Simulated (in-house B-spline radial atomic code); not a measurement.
## RPA and G0W0 on r2SCAN: the iron ion Fe³⁺

Configuration [Ar] 3d5, highest spin, mean-field start r2SCAN. Computed with an all-electron radial atomic-structure program (B-spline basis): all electrons, non-relativistic, point nucleus, each spin shell either full or empty, empty states to l = 9 with an (l + 1/2)⁻⁴ tail; G0W0 by contour deformation at full frequency.

Command:
```bash
python run_gw.py task.json out
```
Settings (radii: box in bohr, nucleus in fm):
```
Z                        26
electrons                23
configuration            [Ar] 3d5
hamiltonian              nr
method                   r2scan
lmax                     9
spin_polarised           True
box_radius               14.14
intervals                50
```

Cost of the run: 3 s on 1 thread of Arm Neoverse N1, on a shared host.

Energies (hartree):

```tsv
term	value
mean-field total	-1261.63951
Hartree-Fock functional on these orbitals	-1260.60907
direct second order	-1.757
second-order exchange	0.57646
SOSEX correction	0.52889
```

**Question.** What is the RPA correlation energy, and what remains with SOSEX?

**Answer.** RPA gives -1.5368 hartree (-1.82 eV per electron); RPA + SOSEX gives -1.0079, and the second-order doubles -1.1806 hartree (no singles). SOSEX takes back 34 % of the RPA value.

Quasi-particle levels (eV):

| level | occupied | mean field | Σx - vxc | Σc | QP weight | G0W0 |
| --- | --- | --- | --- | --- | --- | --- |
| 3d up | yes | -45.99 | -10.63 | ? | ? | ? |
| 3p down | yes | -93.31 | -10.54 | 1.47 | 0.912 | -102.37 |
| 3d down | no | -38.23 | 12.75 | -5.57 | 0.933 | -31.05 |

G0W0 = mean field + (Σx - vxc) + Σc, with Σc (partial-wave tail included) taken at the quasi-particle energy. Only the outer levels were computed. Levels of low weight are left out.

**Question.** Where does G0W0 put 3d up?

**Answer.** At -55.03 eV, with Σc = 1.58 eV and a quasi-particle weight of 0.927. The tabulated removal energy is 54.91 ± 0.04 eV (NIST, measured); the calculation leaves out relativity, Breit and QED terms, and what these don't explain is the method's own error.
